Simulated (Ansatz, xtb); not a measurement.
Isomers of C6H7NO in order of energy

5 gas-phase structures of C6H7NO, from a drawn sample of its isomers (lower ones may exist). Each was relaxed with GFN2-xTB; where two conformers were screened, the lower at r2SCAN-D4/def2-SVP is listed:

A. `C=C/N=C1\CC=CO1`, a singlet
B. `C=CNc1ccco1`, a singlet
C. `C/C=N/c1ccco1`, a singlet
D. `C=C/N=C1/CC=CO1`, a singlet
E. `C/C=N\c1ccco1`, a singlet

Which do you expect lowest at r2SCAN-D4/def2-SVP, and how would the others follow?

Calculated order at r2SCAN-D4/def2-SVP: C (0.0), E (2.9), B (6.9), D (15.0), A (16.7) kcal/mol.

Energies above the lowest of each column, in kcal/mol; the last columns are at B3LYP/def2-SVP geometries:

| structure | GFN2-xTB | HF/STO-3G | r2SCAN-D4/def2-SVP | B3LYP/def2-SVP | CCSD(T)/def2-SVP + ΔMP2/def2-TZVPP |
| --- | --- | --- | --- | --- | --- |
| C | 0.0 | 0.0 | 0.0 | 0.0 | 0.0 |
| E | 0.8 | 3.3 | 2.9 | 3.0 | 3.2 |
| B | 5.7 | 13.4 | 6.9 | 7.0 | 8.4 |
| D | 14.4 | 16.0 | 15.0 | 14.1 | 11.4 |
| A | 17.2 | 19.4 | 16.7 | 15.8 | 12.8 |

Every level run on C puts it lowest or level with the lowest. Flexible structures stand in one conformer each, not always the lowest. ΔMP2 is the change of the MP2 energy from the smaller to the larger basis.

Over these structures GFN2-xTB departs from r2SCAN-D4/def2-SVP by 0.8 kcal/mol on average once a common shift is removed. A GFN2-xTB relaxation took about 0.063 s and the r2SCAN-D4/def2-SVP energy about 4.2 s on a shared host (Ansatz 0.2.0, xtb 6.7.1).
